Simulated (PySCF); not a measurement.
Compound: C6H13NSi.
Structure used (GFN2-xTB), in Å, numbered top down from 1:
```xyz
21
C6H13NSi angstrom
C      3.1369   -0.1165   -0.3921
C      2.0079   -1.0822   -0.2347
C      0.7133   -0.8155   -0.1493
C      0.0433    0.5280   -0.1621
C     -1.0480    0.5963   -1.2400
C     -2.3011   -0.1057   -0.7187
Si    -2.2650    0.2293    1.1520
N     -0.6414    0.7806    1.0974
H      3.8733   -0.2797    0.3949
H      3.6352   -0.2849   -1.3470
H      2.8072    0.9171   -0.3517
H      2.3229   -2.1189   -0.1966
H      0.0172   -1.6339   -0.0194
H      0.7794    1.3225   -0.3295
H     -0.6888    0.1616   -2.1747
H     -1.2803    1.6475   -1.4180
H     -2.2516   -1.1742   -0.9254
H     -3.1879    0.2691   -1.2246
H     -2.5275   -0.9890    1.9312
H     -3.1272    1.3242    1.6027
H     -0.0270    0.8413    1.8920
```

Computed at PBE0/pcSseg-1 (PySCF, non-relativistic), with Q(14N) = 0.02044 b: N8, 14N (I = 1): χzz = -4.979 MHz, η = 0.395.

Problem. Where would the pure quadrupole (NQR) lines of 14N at N8 fall for the rigid, isolated species?

Solution. From ν± = (3/4)|χ|(1 ± η/3) and ν0 = |χ|η/2: ν+ 4.227 MHz, ν− 3.242 MHz, ν0 0.984 MHz (silicon-bound nitrogen).

In a crystal, neighbours and librations shift these lines. GFN2-xTB bond lengths can be off by several hundredths of an ångström, more for odd bonds, and the gradients follow them. The small basis limits the accuracy of the gradients.

These values come from a run that also computed NMR shieldings. On an Arm Neoverse N1 with one thread, shared host with 64 logical CPUs at a one-minute load of 55, this took 68 s wall and 1.0 GiB of memory at its peak.

One conformer stands for the species.
